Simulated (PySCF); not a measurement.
The scaffold BH2-X carries different groups X. Isolated molecules, 0 K electronic values unless said otherwise. One relaxed conformer stands for each flexible species; it need not be the lowest. Strings in code marks are SMILES.

Quantity: vertical ionisation energy (energy after one electron is removed minus that of the parent at the parent's geometry), in eV.

Case: `BC(F)F`. Geometry of `FC(F)B` (neutral, multiplicity 1, Å):

```xyz
7

B      0.9565    -0.0464     0.0384
C     -0.6205     0.0211    -0.0533
F     -1.2466    -0.8445     0.7967
F     -1.1242     1.2628     0.2079
H      1.4658    -1.0821     0.3056
H      1.5862     0.9164    -0.2441
H     -0.9367    -0.2454    -1.0747
```

**Question.** Give the vertical ionisation energy (energy after one electron is removed minus that of the parent at the parent's geometry) at the level M06-2X/def2-TZVP (PySCF).

**Answer.** 12.06 eV.
